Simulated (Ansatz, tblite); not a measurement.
Forces on the cluster K4 at its B3LYP/def2-TZVP geometry. Charge 0, multiplicity 1.

The xTB rows come from tblite. The restricted singlet is unstable towards broken spin symmetry in Hartree–Fock (as tested in another run); at PBE/def2-TZVP this wasn't settled. The structure comes from a short search, and lower isomers may exist.

GFN1-xTB (tblite), largest force 0.50 eV/Å:

```xyz
4
positions Å, forces eV/Å
K    -3.141    2.461   -0.428    0.047   -0.037    0.003
K    -0.079    0.330    1.970    0.025   -0.086   -0.488
K     0.079   -0.330   -1.972   -0.024    0.086    0.489
K     3.141   -2.461    0.430   -0.047    0.038   -0.004
```

GFN2-xTB (tblite), largest force 0.33 eV/Å:

```
K 0.068 -0.042 0.096
K -0.126 0.060 -0.301
K 0.126 -0.060 0.301
K -0.068 0.042 -0.096
```

PBE/def2-TZVP (Ansatz), largest force 0.01 eV/Å:

```
K -0.005 0.003 -0.003
K 0.003 0.000 0.015
K -0.002 0.000 -0.014
K 0.004 -0.003 0.002
```
